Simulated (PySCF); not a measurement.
## Spin-rotation constants: `O=C(O)C=C1CC=CC1`, C7H8O2

Geometry:
```csv
atom,x (Å),y (Å),z (Å)
O1,2.248,-1.105,1.284
C2,2.292,-0.555,0.207
O3,3.439,-0.482,-0.501
C4,1.187,0.092,-0.489
C5,-0.053,0.151,0.008
C6,-1.221,0.806,-0.675
C7,-2.351,0.602,0.288
C8,-1.964,-0.059,1.367
C9,-0.511,-0.412,1.317
H10,4.152,-0.920,-0.013
H11,1.434,0.527,-1.446
H12,-1.029,1.866,-0.863
H13,-1.423,0.342,-1.645
H14,-3.341,0.968,0.079
H15,-2.583,-0.332,2.204
H16,0.055,0.013,2.150
H17,-0.338,-1.491,1.365
```

Theory: GIAO B3LYP/pcSseg-1 magnetisability, rotational g tensor and spin-rotation constants, non-relativistic, gas phase in PySCF 2.14.0. Geometry: GFN2-xTB.

(1) Give the nuclear spin-rotation constants along the inertial axes (H = +C I·J) beside the isotropic shieldings.

## Answers

(1) Rotational constants 4.6116, 0.9575, 0.8006 GHz. A star marks the isotopologue with that one atom substituted, in its own axes.
```tsv
atom	isotope	Caa (kHz)	Cbb (kHz)	Ccc (kHz)	mean (kHz)	σ (ppm)
H10	1H	0.075	-0.039	-0.115	-0.026	26.0
H11	1H	-0.449	0.092	-0.093	-0.150	25.8
H12	1H	-0.496	-0.040	-0.012	-0.182	28.3
H13	1H	-0.495	-0.042	-0.010	-0.182	28.3
H14	1H	0.420	-0.089	-0.094	0.079	26.0
H15	1H	-0.118	0.026	-0.093	-0.062	25.7
H16	1H	-0.381	-0.053	-0.012	-0.149	27.9
H17	1H	-0.384	-0.054	-0.011	-0.150	27.9
O1	17O*	-2.313	-0.582	-0.075	-0.990	-93.6
C2	13C*	2.507	0.327	0.210	1.015	9.1
O3	17O*	-0.841	-0.276	-0.170	-0.429	116.9
C4	13C*	1.399	0.414	0.132	0.648	65.4
C5	13C*	2.212	0.525	0.138	0.959	-0.2
C6	13C*	0.765	0.192	0.166	0.374	135.7
C7	13C*	2.260	0.308	0.134	0.901	47.3
C8	13C*	2.245	0.329	0.136	0.903	42.3
C9	13C*	0.873	0.194	0.151	0.406	134.9
```
For the geometry as given, no vibrational averaging.
